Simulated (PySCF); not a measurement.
**Orbital picture of TiF⁻**

CAM-B3LYP at R = 1.877 Å; basis Ti def2-TZVPPD, F def2-TZVPPD; no relativity; PySCF 2.14. State: triplet, unpaired electrons π ↑, δ ↑, a mixture of terms (⟨Lz²⟩ = 4.8). Only the outer orbitals are listed, counted within each symmetry.

```tsv
spin	orbital	occ.	ε (eV)	on Ti (%)	main shells (%)
α	7σ	1	-26.71	4	96 F s
α	8σ	1	-7.63	9	90 F p
α	3π	1	-7.25	7	92 F p
α	3π	1	-7.09	5	95 F p
α	1δ	1	-2.07	99	98 Ti d
α	4π	1	-1.40	95	90 Ti d
α	9σ	1	-0.60	109	97 Ti s
α	4π	0	3.48	107	106 Ti p
α	5π	0	3.58	108	106 Ti p
α	10σ	0	3.75	86	82 Ti p, 18 F s, 11 Ti d
β	6σ	1	-35.51	97	97 Ti p
β	2π	1	-35.31	100	100 Ti p
β	2π	1	-34.60	100	100 Ti p
β	7σ	1	-26.64	5	95 F s
β	8σ	1	-7.58	8	91 F p
β	3π	1	-7.09	4	96 F p
β	3π	1	-6.99	4	96 F p
β	9σ	1	-0.18	113	104 Ti s
β	4π	0	3.50	107	106 Ti p
β	4π	0	3.56	107	107 Ti p
β	10σ	0	3.80	86	85 Ti p, 18 F s, 8 Ti d
```

**Question.** Which are the highest filled and the lowest empty level, where do they sit, and how wide is the gap?

**Answer.** Highest filled β 9σ at -0.18 eV (in %: 104 Ti s); lowest empty α 4π at 3.48 eV (in %: 106 Ti p); the gap at CAM-B3LYP is 3.66 eV. An empty level above zero is unbound, and its energy depends on the basis.

The bond order (Mayer) is 0.14, the ⟨S²⟩ is 2.014 and the charge on Ti (Mulliken, basis-dependent) is -0.55. The charge on Ti (Löwdin, basis-dependent) is -0.43 and the dipole moment (positive dipole points towards F; it is taken about the centre of mass and depends on that origin) is 2.42 D. The polarisability along the bond is 182.0 bohr³. The polarisability across the bond is 228.7 bohr³.

Shares are Mulliken populations and can fall outside 0 to 100 %.

The state is the lowest single determinant that the PBE0 search found; with open d or f shells the true ground state can be another one.
